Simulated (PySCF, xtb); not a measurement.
Zr(Cl)3(OH) (Cl3HOZr), SMILES [OH][Zr]([Cl])([Cl])[Cl], multiplicity 1.

GFN2-xTB (xtb) at its own geometry gives an orbital gap of 3.45 eV and a dipole moment of 4.96 D.

The structure is a stationary point at B3LYP-D3(BJ)/def2-SVP. The multiplicity is an assumed one; no other spin state was optimised. The isomer is the one that the SMILES or the coordinates give; other isomers of the formula were not compared. The def2 effective core potentials stand for the cores of Zr; spin–orbit coupling is left out. One conformer was computed; it need not be the lowest.

Task: What does M06-2X/def2-TZVP (PySCF) give? (The exact figures need the calculation; the answer reports its results.)

Result: gap 9.32 eV (levels -10.62 and -1.30 eV), dipole 2.98 D.
